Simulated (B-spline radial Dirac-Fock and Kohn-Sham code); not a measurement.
**EELS cross sections of the Ir N6 (4f5/2) edge**

System: the Ir atom, [Xe] 4f14 5d7 6s2. Calculated with a B-spline atomic structure program, using the first Born approximation with generalised oscillator strengths from a Dirac-Hartree-Slater potential (longitudinal and transverse terms; continuum final states only, so no white lines or fine structure). The edge is taken at 63.80 eV (tabulated value).

Input file task.json (cfg lists n, l and occupation; rrms is the nuclear radius in fm):

```json
{"items": [{
  "Z": 77,
  "q": 0,
  "cfg": [[1, 0, 2], [2, 0, 2], [2, 1, 6], [3, 0, 2], [3, 1, 6], [3, 2, 10], [4, 0, 2], [4, 1, 6], [4, 2, 10], [4, 3, 14], [5, 0, 2], [5, 1, 6], [5, 2, 7], [6, 0, 2]],
  "A": 193,
  "rrms": 5.4032,
  "do": "eels",
  "beams": [[60, 5], [60, 10], [60, 20], [60, 50], [80, 5], [80, 10], [100, 5], [120, 10], [200, 20], [200, 50], [200, 100], [300, 10], [300, 20], [300, 100]],
  "edges": {"N6": 63.8}
}]}
```

Command: `python xray2_run.py task.json out`

Partial cross sections σ(β, Δ) in barn, integrated over a window Δ above the edge and up to the collection semi-angle β, for parallel illumination:

```
E₀ (kV)  β (mrad)  Δ = 25 eV  Δ = 50 eV  Δ = 100 eV  Δ = 200 eV  Δ = 300 eV
     60         5       3510       6850       18100       42400       54500
     60        10       4750       9520       26000       64500       86200
     60        20       6060      12500       33800       86000      118000
     60        50       7160      15800       41500      105000      148000
     80         5       3150       6210       16800       40400       52900
     80        10       4150       8370       23000       58100       78600
    100         5       2900       5740       15700       38600       51100
    120        10       3460       7050       19500       50100       68700
    200        20       3250       7030       19000       49200       69400
    200        50       3390       7480       20100       51900       73800
    200       100          ?          ?           ?           ?           ?
    300        10       2520       5300       14600       38300       53600
    300        20       2760       6030       16400       42600       60400
    300       100       2830       6230       16900       43800       62400
```

**Question.** Give the row for 200 kV and 100 mrad.

**Answer.** 3400 b for 25 eV, 7500 b for 50 eV, 20200 b for 100 eV, 52000 b for 200 eV, 74000 b for 300 eV.
